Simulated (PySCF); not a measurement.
How methods differ on the ionisation energy of Kr

Kr [Kr] → Kr⁺ [Ar] 3d10 4s2 4p5 [4p1/2^2 4p3/2^3, M_J = 3/2], as a difference of total energies. All numbers are calculated (PySCF 2.14, the two-component X2C-1e Hamiltonian, in x2c-TZVPPall-2c (6s7p4d1f, 54 functions)). Correlated levels: [Ne] frozen. "Screened" scales the spin-orbit matrix elements by Boettger's factors to mimic the two-electron term; Breit and QED terms are absent.

```
                    method  ionisation energy (eV)
           GHF (spin-free)                  13.189
          GMP2 (spin-free)                  14.060
 GHF (screened spin-orbit)                  12.967
GMP2 (screened spin-orbit)                  13.840
```

Problem. How much does correlation contribute at GMP2 (screened spin-orbit)?

Solution. 13.840 − (12.967) = 0.873 eV, measured against GHF (screened spin-orbit).

The spin-free rows lack the spin-orbit shift.

Errors of the correlated levels include the incompleteness of this basis and the frozen core.

For comparison: 14.000 eV (measured; NIST Atomic Spectra Database, ionization energies).
